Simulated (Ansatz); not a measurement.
Species: CsCl (charge +1, doublet). SMILES of the parent species: [Cl][Cs]
Coordinates optimised at B3LYP-D3(BJ)/def2-TZVP (Ansatz, a program for electronic structure):
```
Cs
Cl 1 4.1780
```
Charge +1, spin multiplicity 2.

Problem. Give the harmonic wavenumbers at B3LYP-D3(BJ)/def2-TZVP (Ansatz, finite differences of forces, unscaled).

Solution. 22 cm⁻¹. Zero-point energy 0.0 kcal/mol.
